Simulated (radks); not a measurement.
Tm I, 69 electrons, occupied as [Xe] 4f13 6s2. All-electron calculation, Dirac Kohn-Sham, PBE, spin-unpolarised, spherical densities, finite nucleus; open shells are shared between the two j in proportion to 2j + 1; Fermi nuclear charge, rms radius 5.2256 fm. Program: a radial shooting solver on a logarithmic mesh with Libxc functionals. Some entries of the table are withheld. Estimate them.

| orbital | occ. | eigenvalue (eV) | <r> (bohr) | <1/r> (bohr^-1) |
|---|---|---|---|---|
| 1s1/2 | 2 | -59202.95 | 0.02001 | 79.07 |
| 2s1/2 | 2 | -9982.963 | 0.08430 | 19.05 |
| 2p1/2 | 2 | (1) | 0.07008 | 19.03 |
| 2p3/2 | 4 | (2) | 0.07746 | 16.42 |
| 3s1/2 | 2 | -2243.560 | 0.2205 | 6.979 |
| 3p1/2 | 2 | -2038.009 | 0.2103 | 6.895 |
| 3p3/2 | 4 | -1831.038 | 0.2241 | 6.228 |
| 3d3/2 | 4 | -1479.975 | 0.1973 | (3) |
| 3d5/2 | 6 | -1434.742 | 0.2016 | (4) |
| 4s1/2 | 2 | -441.9406 | 0.4978 | 2.920 |
| 4p1/2 | 2 | -359.2329 | 0.5062 | 2.810 |
| 4p3/2 | 4 | -312.5228 | 0.5381 | 2.578 |
| 4d3/2 | 4 | (5) | 0.5651 | (6) |
| 4d5/2 | 6 | (7) | 0.5764 | (8) |
| 5s1/2 | 2 | -53.2609 | 1.231 | 1.084 |
| 5p1/2 | 2 | -30.9860 | 1.394 | 0.9474 |
| 5p3/2 | 4 | -25.2824 | 1.511 | 0.8639 |
| 6s1/2 | 2 | -3.8775 | 3.972 | 0.3159 |
| 4f5/2 | 5.57143 | -3.7690 | 0.7983 | 1.704 |
| 4f7/2 | 7.42857 | -2.5734 | 0.8236 | 1.670 |

Answer. 
(1) 2p1/2 eigenvalue (eV): -9516.448
(2) 2p3/2 eigenvalue (eV): -8536.284
(3) 3d3/2 <1/r> (bohr^-1): 6.114
(4) 3d5/2 <1/r> (bohr^-1): 5.952
(5) 4d3/2 eigenvalue (eV): -176.3811
(6) 4d3/2 <1/r> (bohr^-1): 2.356
(7) 4d5/2 eigenvalue (eV): -167.8834
(8) 4d5/2 <1/r> (bohr^-1): 2.299
